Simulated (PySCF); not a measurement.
A structure optimised at r2SCAN-D4/def2-SVP, used in a PySCF frequency run:

```xyz
13

C      0.1984    -2.7454     0.0000
C      0.7345    -1.3253     0.0000
C     -0.3441    -0.2635     0.0000
O     -1.5311    -0.5484     0.0000
B      0.0984     1.2854     0.0000
O      1.4067     1.6108     0.0000
F     -0.8358     2.2322     0.0000
H     -0.4326    -2.9251     0.8835
H     -0.4326    -2.9251    -0.8835
H      1.0162    -3.4811     0.0000
H      1.3903    -1.1234    -0.8698
H      1.3903    -1.1234     0.8698
H      1.5615     2.5670     0.0000
```

Task: Write its SMILES, formula and point group.

Result: CCC(=O)B(O)F, C₃H₆BFO₂, Cs

Task: What are its rotational constants (standard atomic weights)?

Result: 4.9780, 1.6216, 1.2418 GHz
